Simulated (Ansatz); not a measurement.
**GeSiH3ClO (SMILES Cl[SiH]1[O][GeH2]1): the energy to break a bond**

GeSiH3ClO: 7 atoms, total charge 0, spin state singlet. SMILES: `Cl[SiH]1[O][GeH2]1`. The shape was relaxed beforehand at PBE0/def2-SVP.

```
atom    x (Å)    y (Å)    z (Å)
  Cl   0.9584  -2.4953   0.6669
  Si  -0.2784  -1.0440  -0.1013
   O   0.4039   0.0215  -1.1733
  Ge   0.0506   1.1586   0.3192
   H  -1.5514  -1.7018  -0.4868
   H  -0.9022   2.2808  -0.1230
   H   1.3804   1.7120   0.8525
```

Wanted: the dissociation energy of the Si2–Cl1 bond into doublet GeSiH3O and doublet Cl (shapes relaxed at PBE0/def2-SVP, no zero-point term). 1 Eh = 2625.50 kJ/mol = 27.2114 eV. Totals in Eh; open shells run unrestricted unless said.

```
                                level  program     GeSiH3ClO  doublet GeSiH3O   doublet Cl
                       B3LYP/def2-SVP   Ansatz  -2903.294154     -2443.127230  -460.006005
                     wB97M-V/def2-SVP   Ansatz  -2903.038063     -2442.895481  -459.967660
MP2/def2-SVP, 20 core orbitals frozen   Ansatz  -2900.532660     -2440.937283  -459.428240
```

Problem. Work out the dissociation energy at each level.

Solution. 
1. B3LYP/def2-SVP: (-2443.127230) + (-460.006005) − (-2903.294154) = 0.160919 Eh = 422.5 kJ/mol = 4.38 eV.
2. wB97M-V/def2-SVP: (-2442.895481) + (-459.967660) − (-2903.038063) = 0.174922 Eh = 459.3 kJ/mol = 4.76 eV.
3. MP2/def2-SVP: (-2440.937283) + (-459.428240) − (-2900.532660) = 0.167137 Eh = 438.8 kJ/mol = 4.55 eV.

The levels span 422 to 459 kJ/mol; no measured value is set beside them. A bond enthalpy at 298 K also holds the loss of zero-point energy and thermal terms.
